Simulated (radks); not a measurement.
Results of a calculation; reference values are marked as such.
Initial-state core-level shifts of the scandium ion Sc+ when its valence configuration changes from [Ar] 3d1 4s1. Level of theory: Dirac Kohn-Sham, LDA (Slater exchange, Perdew-Wang correlation), spin-unpolarised, spherical densities, finite nucleus; open shells fill j = l - 1/2 first; Fermi nuclear charge, rms radius 3.5459 fm (a radial shooting solver on a logarithmic mesh with Libxc functionals). Shifts are changes of the shell-averaged eigenvalues in eV (positive: less bound); the change of the density at the nucleus, which sets a Mossbauer isomer shift, is in e/bohr^3, on a base of 7211.

valence              1s      2s      2p      3p  density at nucleus
3d2              +4.069  +4.769  +4.701  +3.980             -4.6108
3d1 4p1          -1.185  -1.169  -1.166  -1.159             -3.7743
4s2              -5.684  -6.677  -6.586  -5.200             +6.5604
4s1 4p1          -6.860  -7.866  -7.768  -6.330             +2.2789
3d0.5 4p1.5      -4.415  -4.874  -4.824  -4.179             -3.1073
3d0.5 4s1 4p0.5  -3.248  -3.706  -3.661  -3.049             +1.0219
4p2              -7.988  -9.008  -8.903  -7.415             -2.2703
3d1 4s0.5 4p0.5  -0.598  -0.590  -0.588  -0.585             -1.8628
3d1.5 4p0.5      +1.650  +2.050  +2.014  +1.576             -4.2697
